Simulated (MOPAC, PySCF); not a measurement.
C$_{3}$H$_{8}$OSi, SMILES `C(C[SiH3])(O)=C` (C–C–O–H torsion 0°, O–C–C–Si torsion -69°), neutral singlet in the gas phase. 

Cartesian coordinates (Å):
```xyz
13

C     -1.8437    -0.2857    -0.7366
C     -0.9054     0.0493     0.1476
O     -0.9704     1.1554     0.9356
C      0.3550    -0.7008     0.3864
Si     1.8932     0.2188    -0.2123
H     -1.7406    -1.1798    -1.3337
H     -2.7286     0.3231    -0.8855
H     -1.7888     1.6257     0.7486
H      0.4733    -0.8896     1.4588
H      0.3150    -1.6664    -0.1206
H      3.0819    -0.6494     0.0069
H      1.7702     0.5084    -1.6650
H      2.0890     1.4910     0.5261
```
Charge 0, spin multiplicity 1.

All levels are single points at this geometry (PBE0-D3(BJ)/def2-TZVP); Pople sets use spherical d functions. Orbital energies aren't observables, and empty levels follow the basis.

PM6 in MOPAC gives HOMO (eV) = -9.34.

Task: Estimate the HOMO (eV) from each of these levels: PBE-D3(BJ)/def2-TZVP in PySCF; PBE0-D3(BJ)/def2-TZVP in PySCF; ωB97X-D3(BJ)/def2-TZVP in PySCF; B3LYP/3-21G in PySCF; B3LYP/6-31G* in PySCF; BP86/6-31G* in PySCF; M06-2X/6-31G* in PySCF; PBE/6-31G* in PySCF; SVWN5/6-31G* in PySCF; HF/6-31G* in PySCF; HF/STO-3G in PySCF; PM3 in MOPAC.

Result: 
```json
[
 {"level": "PBE-D3(BJ)/def2-TZVP in PySCF", "HOMO (eV)": "-5.41"},
 {"level": "PBE0-D3(BJ)/def2-TZVP in PySCF", "HOMO (eV)": "-6.58"},
 {"level": "ωB97X-D3(BJ)/def2-TZVP in PySCF", "HOMO (eV)": "-8.96"},
 {"level": "B3LYP/3-21G in PySCF", "HOMO (eV)": "-5.94"},
 {"level": "B3LYP/6-31G* in PySCF", "HOMO (eV)": "-6.00"},
 {"level": "BP86/6-31G* in PySCF", "HOMO (eV)": "-5.11"},
 {"level": "M06-2X/6-31G* in PySCF", "HOMO (eV)": "-7.50"},
 {"level": "PBE/6-31G* in PySCF", "HOMO (eV)": "-5.00"},
 {"level": "SVWN5/6-31G* in PySCF", "HOMO (eV)": "-5.13"},
 {"level": "HF/6-31G* in PySCF", "HOMO (eV)": "-9.01"},
 {"level": "HF/STO-3G in PySCF", "HOMO (eV)": "-7.03"},
 {"level": "PM3 in MOPAC", "HOMO (eV)": "-9.25"}
]
```
